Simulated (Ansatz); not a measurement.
Relaxation of C₃H₃Br (7 atoms, charge 0, multiplicity 1), to a largest force component of 0.02 eV/Å in at most 50 steps.

Level of theory: RKS B3LYP-D4/def2-SVP (Ansatz 0.2.0).

```xyz
7
Properties=species:S:1:pos:R:3:forces:R:3
Br -2.043 -1.600 0.026 -0.06 -0.10 0.01
C -0.508 -0.575 0.064 0.24 0.20 0.01
C 0.753 -0.437 0.345 -0.88 -0.02 -0.24
C 0.060 0.772 -0.251 -0.12 -0.40 0.08
H 1.669 -0.821 0.716 0.86 -0.34 0.34
H -0.182 1.616 0.385 -0.14 0.50 0.36
H 0.251 1.044 -1.284 0.10 0.16 -0.56
```

Q: Where does it end, and by what steps?

A: It converged. After 5 steps the energy has fallen by 0.027 eV; H5 moved furthest, 0.03 Å.

```json
{"step": "0", "energy less start (eV)": "0.0000", "largest force component (eV/Å)": "0.885", "accepted": "yes"}
{"step": "1", "energy less start (eV)": "-0.0240", "largest force component (eV/Å)": "0.189", "accepted": "yes"}
{"step": "2", "energy less start (eV)": "-0.0073", "largest force component (eV/Å)": "0.814", "accepted": "no"}
{"step": "3", "energy less start (eV)": "-0.0266", "largest force component (eV/Å)": "0.103", "accepted": "yes"}
{"step": "4", "energy less start (eV)": "-0.0266", "largest force component (eV/Å)": "0.095", "accepted": "yes"}
{"step": "5", "energy less start (eV)": "-0.0268", "largest force component (eV/Å)": "0.005", "accepted": "yes"}
```

```xyz
7
Properties=species:S:1:pos:R:3
Br -2.040 -1.615 0.029
C -0.512 -0.565 0.062
C 0.747 -0.447 0.347
C 0.055 0.777 -0.254
H 1.684 -0.844 0.726
H -0.185 1.639 0.391
H 0.252 1.055 -1.302
```

Whether the end is a true minimum wasn't checked by a vibrational analysis.

Run time: 11 s on 2 threads of Arm Neoverse V2, on a shared host, peak memory 0.18 GiB.
